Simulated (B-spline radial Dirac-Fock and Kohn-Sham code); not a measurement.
## How the levels of lead move as electrons are removed

Model: ΔSCF Dirac-Fock with Breit, self-energy and vacuum polarisation, finite nucleus, configuration average. Program: a radial finite-basis atomic code. Each ion is free and in its tabulated ground configuration. Correlation and solid-state effects are left out.

Reference: Pb, [Xe] 4f14 5d10 6s2 6p2, with 1s 88006.4 eV, 3p3/2 3078.5 eV, 4s 906.5 eV, 5p1/2 115.5 eV, 5p3/2 93.33 eV, Kα1 (K-L3) 74964.6 eV, Kβ1 (K-M3) 84927.9 eV, Lℓ (L3-M1) 9176.8 eV. Shifts from it, in eV (a dash: the subshell is empty, belongs to an open shell averaged over j, or its hole state is left out as unreliable):

| ion | configuration | 1s | 3p3/2 | 4s | 5p1/2 | 5p3/2 | Kα1 | Kβ1 | Lℓ |
| --- | --- | --- | --- | --- | --- | --- | --- | --- | --- |
| Pb⁺ | [Xe] 4f14 5d10 6s2 6p1 | +8.7 | +8.6 | +8.6 | +8.5 | +8.5 | +0.06 | +0.09 | +0.02 |
| Pb²⁺ | [Xe] 4f14 5d10 6s2 | +18.6 | +18.3 | +18.3 | +18.2 | +18.2 | +0.15 | +0.22 | +0.05 |
| Pb³⁺ | [Xe] 4f14 5d10 6s1 | +31.0 | +30.7 | +30.5 | +30.3 | +30.3 | +0.24 | +0.35 | +0.16 |
| Pb⁴⁺ | [Xe] 4f14 5d10 | +44.4 | +43.8 | +43.6 | +43.2 | +43.0 | +0.45 | +0.61 | +0.23 |
| Pb⁵⁺ | [Xe] 4f14 5d9 | +64.2 | +63.5 | +63.0 | +60.9 | +60.4 | +0.37 | +0.73 | +0.43 |
| Pb⁶⁺ | [Xe] 4f14 5d8 | +85.1 | +84.2 | +83.5 | +79.4 | +78.5 | +0.29 | +0.91 | +0.68 |
| Pb⁷⁺ | [Xe] 4f14 5d7 | ? | ? | ? | ? | ? | ? | ? | ? |
| Pb⁸⁺ | [Xe] 4f14 5d6 | +130.0 | +128.5 | +127.1 | +118.4 | +116.5 | +0.15 | +1.47 | +1.36 |

Question: Give the missing shifts for Pb⁷⁺.

Answer: 1s +107.0, 3p3/2 +105.9, 4s +104.8, 5p1/2 +98.6, 5p3/2 +97.2, Kα1 +0.22, Kβ1 +1.16, Lℓ +0.99 (eV).

Over this range K (1s) moves by +130.0 eV and Kα1 by +0.1 eV: a line is a difference of two levels that shift in the same direction.

Values without a named source are computed, but for edge energies of neutral atoms, which are taken from tables.
